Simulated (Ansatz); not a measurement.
`[F][Al]1[CH2][O]1` at its PBE0-D4/def2-TZVP geometry, where that method's forces vanish. Charge 0, multiplicity 1.

| atom | x (Å) | y (Å) | z (Å) |
| --- | --- | --- | --- |
| F1 | 1.559 | -0.378 | 2.158 |
| Al2 | 0.646 | -0.172 | 0.819 |
| C3 | -0.628 | 0.229 | -0.486 |
| O4 | 0.642 | -0.503 | -0.838 |
| H5 | -0.701 | 1.196 | -0.984 |
| H6 | -1.518 | -0.373 | -0.668 |

**Question.** For each bond, give half the difference of the two atoms' forces along it (eV/Å; positive pushes the atoms apart) under PBE-D4, r2SCAN-D4, B3LYP-D4, ωB97M-V in def2-TZVPP. (An estimate is asked.)

**Answer.** Computed: 
| bond | length (Å) | PBE-D4 | r2SCAN-D4 | B3LYP-D4 | ωB97M-V |
| --- | --- | --- | --- | --- | --- |
| F1–Al2 | 1.634 | 0.27 | 0.04 | 0.09 | 0.12 |
| Al2–C3 | 1.867 | 0.12 | 0.10 | 0.18 | 0.03 |
| Al2–O4 | 1.690 | 0.42 | 0.13 | 0.07 | -0.03 |
| C3–O4 | 1.507 | 0.52 | 0.39 | 0.41 | 0.23 |
| C3–H5 | 1.090 | 0.04 | -0.08 | -0.16 | -0.12 |
| C3–H6 | 1.090 | 0.04 | -0.08 | -0.16 | -0.12 |

B3LYP here is the variant with VWN-RPA as its local correlation; programs differ in this.
